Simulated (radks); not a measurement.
Valence configurations of Hf3+ (all share [Xe]). Calculated with a radial shooting solver on a logarithmic mesh with Libxc functionals: Dirac Kohn-Sham, BLYP, spin-unpolarised, spherical densities, finite nucleus; open shells are shared between the two j in proportion to 2j + 1; Fermi nuclear charge, rms radius 5.347 fm. Energies are relative to 4f14 5d1; eigenvalues in eV.

| valence | E (eV) | e(4f5/2) | e(4f7/2) | e(5d3/2) | e(5d5/2) | e(6p1/2) |
|---|---|---|---|---|---|---|
| 4f14 5d1 | 0.000 | -44.873 | -43.124 | -27.535 | -26.851 | - |
| 4f14 6s1 | 1.361 | -48.083 | -46.331 | - | - | - |
| 4f14 6p1 | 8.277 | -49.440 | -47.687 | - | - | -22.172 |
| 4f13.5 5d1.5 | 9.161 | -49.031 | -47.241 | -28.524 | -27.793 | - |
| 4f13.5 5d1 6s0.5 | 9.995 | -50.651 | -48.859 | -29.628 | -28.868 | - |
| 4f13.5 5d0.5 6s1 | 11.057 | -52.322 | -50.530 | -30.761 | -29.974 | - |
| 4f13.5 5d1 6p0.5 | 13.430 | -51.326 | -49.534 | -30.181 | -29.414 | -21.651 |
| 4f13 5d2 | 19.950 | -53.344 | -51.512 | -29.505 | -28.724 | - |
| 4f12 5d3 | 46.728 | -62.393 | -60.478 | -31.435 | -30.554 | - |
| 4f11.5 5d1.5 6p2 | 88.211 | -77.078 | -75.115 | -39.515 | -38.432 | -25.321 |

NIST lists [Xe] 4f14 5d1 as the ground configuration; this level of theory agrees among the configurations tried. The energies are those of spherical spin-averaged densities, not of single terms.
